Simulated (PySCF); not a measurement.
Dipole response of Br²⁺ (bromine, charge +2)

[Ar] 3d10 4s2 4p3, high-spin 4S determinant. Computed with PySCF 2.14 in aug-cc-pVTZ-DK (7s6p4d2f, 59 functions), with the spin-free X2C one-electron Hamiltonian (Gaussian nucleus). Coupled (time-dependent) response in atomic units; α is the mean over directions.

| method | mean α (bohr³) | C₆ (like pair) | S(−4) |
| --- | --- | --- | --- |
| UHF | 8.379 | 39.81 | 16.45 |
| PBE | 8.266 | 39.19 | 15.38 |
| PBE0 | 8.241 | 39.03 | 15.30 |
| M06 | 7.877 | 36.31 | 14.01 |

S(−4) is the Cauchy moment in α(ω) = α(0) + S(−4) ω² + …

α(iu) at UHF:

```csv
u (hartree),α(iu) (bohr³)
0,8.379
0.0500,8.338
0.100,8.219
0.200,7.779
0.300,7.155
0.500,5.738
0.750,4.186
1.00,3.068
1.50,1.782
2.00,1.149
3.00,0.5965
5.00,0.2527
```

For an ion, C₆ is the dispersion term alone; charge-induced terms of lower order in 1/R come first.
